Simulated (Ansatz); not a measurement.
The molecule BeSi+, multiplicity 4 (an upper state: multiplicity 2 came lower at CCSD(T)/def2-TZVPP on PBE0 minima).

The constants come from a fifth-degree fit in 1/R (seven points, main isotopes). Runs in def2 and cc sets follow the lowest solution found near the PBE0 minimum.

Programs: Ansatz (a first-principles code) with Gaussian orbitals. Each number belongs to the level named beside it.

Energies at wB97X-V/def2-TZVPP:

```csv
R (Å),E (hartree)
1.875770,-303.70982562
1.926194,-303.71286907
1.972584,-303.71420197
2.025025,-303.71432010
2.077466,-303.71324925
2.137974,-303.71087117
2.208568,-303.70697934
```

Problem. With a reduced mass of 6.8164 u, find the minimum, the force constant and the constants.

Solution. A fifth-degree polynomial in 1/R puts the minimum at r_e = 2.0030 Å with force constant 207 N/m. Then ω_e = (1/2πc)√(k/μ) = 718 cm⁻¹ and B_e = h/(8π²cμr_e²) = 0.6164 cm⁻¹; the cubic and quartic terms give α_e = 0.0059 and ω_e x_e = 5.8 cm⁻¹.
